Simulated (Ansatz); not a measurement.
**Match the barriers**

Saddle point of BNH$_{6}$ClF, closed shell (BH₂Cl ([BH2][Cl]) + NH₃ + HF → BNH₄ ([BH2][NH2]) + HCl + HF; bonds formed: Cl2–H7, H5–F8; dative contacts that become bonds: B1–N6; bonds broken: B1–Cl2, H5–N6, H7–F8), PBE0-D4/def2-TZVP structure:

```
10
angstrom
B -0.7051 -0.3907 -0.7895
Cl 1.2782 0.6869 -1.5577
H -1.4383 0.3964 -1.3026
H -0.4420 -1.4308 -1.3083
H 0.5908 0.3369 1.0606
N -0.5837 -0.3268 0.6907
H 1.6182 0.8985 -0.2568
F 1.5044 0.8525 1.1850
H -0.5066 -1.2315 1.1380
H -1.3157 0.2086 1.1408
```

Program: Ansatz 0.2.0. Basis: def2-TZVPP, with def2-QZVPP for the basis limit. Cores are frozen in the correlated methods. B3LYP uses VWN-RPA correlation. Extrapolation: Hartree–Fock as exp(−7.88 √X), correlation as X^−2.97. Four methods, as single points on the PBE0-D4 structures, gave these electronic barriers from the start structure: 97.1, 105.0, 119.8, 142.4 kJ/mol.

Problem. The methods were, in alphabetical order, B3LYP-D4, HF, MP2, PBE-D4. Which gave which? (Judge from chemistry; the calculation decides.)

Solution. By the calculation: PBE-D4 97.1; B3LYP-D4 105.0; MP2 119.8; HF 142.4 kJ/mol. For comparison, CCSD(T) at an estimated basis limit (MP2 extrapolated from triple and quadruple zeta, plus CCSD(T) − MP2 in triple zeta) gives 122.3 kJ/mol.

T1 diagnostic: at most 0.011.

Labels in which every atom is bracketed show which atoms are joined, not bond orders.

For scale, one of the runs: CCSD(T)/def2-TZVPP, 219 basis functions, launched by `ansatz run in.yaml --threads 4 --pin off --events-out ev --progress --plain --max-ram 9574MiB`. Hardware: 4 CPU threads of an Arm Neoverse V1, shared host. Wall time 89 s; peak host memory 3.5 GiB.
